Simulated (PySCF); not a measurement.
## Löwdin shares of the frontier orbitals

Species: C3H10OSSi2.
Cartesian coordinates in Å at the GFN2-xTB level; atoms count from 1:
```xyz
17
C3H10OSSi2 angstrom
C      2.7157    0.5356    0.3457
Si     1.0116   -0.0826   -0.1902
C     -0.2735    1.3003   -0.4010
Si    -2.0162    0.5438   -0.5470
O     -2.1605   -0.7032    0.4909
C     -1.3412   -1.7905    0.6535
S      0.2949   -1.3981    1.3681
H      2.6760    1.0548    1.2980
H      3.1177    1.2197   -0.3931
H      3.4105   -0.2906    0.4502
H      1.0951   -0.9096   -1.4036
H     -0.2397    1.9521    0.4729
H     -0.0367    1.9222   -1.2609
H     -3.0926    1.3760   -0.0400
H     -2.1963    0.0653   -1.9225
H     -1.8067   -2.4762    1.3650
H     -1.1651   -2.3070   -0.2959
```

Computed, not measured: TDDFT CAM-B3LYP/def2-SVPD, vertical, gas phase, core orbitals frozen in the response (PySCF 2.14.0, density-fitted response routines).

Frontier orbitals with the atoms that hold most of them (Löwdin shares over 4%, at most four atoms; ? is withheld):

```
orbital  ε (eV)                              atoms
 HOMO-3  -10.20   O5 25%, Si4 16%, H14 12%, C3 10%
 HOMO-2   -9.71     S7 34%, Si2 12%, C3 10%, C6 9%
 HOMO-1   -9.28      O5 27%, S7 26%, C3 11%, C6 8%
   HOMO   -8.18                                  ?
   LUMO    0.93                                  ?
 LUMO+1    1.19  Si4 22%, Si2 13%, H13 12%, C3 10%
 LUMO+2    1.35    Si4 25%, S7 14%, H15 8%, Si2 8%
```

Question: Give the leading atoms of the LUMO.

Answer: S7 (bonded to C and Si) 24%; Si2 (bonded to 2 C, S and H) 12%; Si4 (bonded to C, O and 2 H) 10%; C6 (bonded to O, S and 2 H) 7%. By element: sulfur 24%, silicon 22%, carbon 7% or more.

Question: Give the leading atoms of the HOMO.

Answer: S7 (bonded to C and Si) 70%; Si2 (bonded to 2 C, S and H) 8%; C6 (bonded to O, S and 2 H) 8%; O5 (bonded to C and Si) 4%.

Question: How does S1 compare with the orbital gap of 9.11 eV?

Answer: S1 is at 5.76 eV (f = 0.0049), 3.35 eV below the gap, made of HOMO→LUMO (61%), HOMO→LUMO+2 (10%), HOMO→LUMO+5 (9%). 

Next come S2 at 6.54 eV (f 0.015), HOMO→LUMO+2 (39%), HOMO→LUMO+3 (29%), HOMO→LUMO (9%); S3 at 6.73 eV (f 0.019), HOMO→LUMO+3 (43%), HOMO→LUMO (15%), HOMO→LUMO+2 (13%); S4 at 6.98 eV (f 0.021), HOMO→LUMO+1 (62%), HOMO→LUMO+3 (10%); S5 at 7.10 eV (f 0.012), HOMO→LUMO+4 (72%).

Löwdin shares depend on the basis, the more so with diffuse functions.

On an Intel Xeon at 2.70 GHz with one thread (shared host), this took 2.0 min and 1.1 GiB of memory at its peak.

One conformer stands for the species.
